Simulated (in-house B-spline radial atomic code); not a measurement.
Te⁶⁺. Computed with a B-spline radial atomic code. Model: all-electron spherical atom, spin shells full or empty, radial basis limit, no spin-orbit coupling, Breit or QED, empty-state partial waves extrapolated as (l+1/2)^-4, RPA, G0W0 and static COHSEX of the highest shell as one setting changes (uncorrelated shells keep exact exchange).

Empty levels are discrete states of a finite basis, so the steps are uneven.

Given: element Te; charge 6; filled core Kr; hamiltonian one-electron scalar X2C; mean-field start PBE0; highest l of empty states 9; nuclear rms radius 4.7423 fm; lowest nl shells left uncorrelated 5; highest mean-field shell 4d; box radius 9.29 bohr.

Shell: 4d 5 5 (electrons up and down).

```
highest empty level kept (hartree)  RPA correlation energy (hartree)  G0W0 level (eV)  G0W0 minus most complete (meV)  COHSEX level (eV)  linearised minus solved G0W0 (meV)
                             16.33                           -1.0565          -124.09                             884            -126.17                                -7.6
                             32.67                            -1.338          -124.45                           526.5            -127.25                                -8.3
                             57.17                            -1.567          -124.69                             285            -127.95                                -8.9
                                98                                 ?                ?                               ?                  ?                                   ?
                            163.33                           -1.8368          -124.91                            66.8            -128.54                                -9.4
                               294                           -1.9188          -124.95                            27.2            -128.66                                -9.5
                               490                           -1.9512          -124.96                            13.4             -128.7                                -9.6
                               980                           -1.9704          -124.97                             4.5            -128.73                                -9.6
                              1960                                 ?                ?                               ?                  ?                                   ?
                            4083.3                           -1.9783          -124.97                             0.1            -128.75                                -9.6
                              9800                           -1.9784          -124.97                               0            -128.75                                -9.6
                             32667                           -1.9784          -124.97                               0            -128.75                                -9.6
```

Question: What follows for highest empty level kept = 1960?

Answer: RPA correlation energy -1.9768 hartree; G0W0 level -124.97 eV; G0W0 minus most complete 1 meV; COHSEX level -128.74 eV; linearised minus solved G0W0 -9.6 meV.

Question: What follows for highest empty level kept = 98?

Answer: RPA correlation energy -1.7244 hartree; G0W0 level -124.83 eV; G0W0 minus most complete 142.1 meV; COHSEX level -128.33 eV; linearised minus solved G0W0 -9.2 meV.
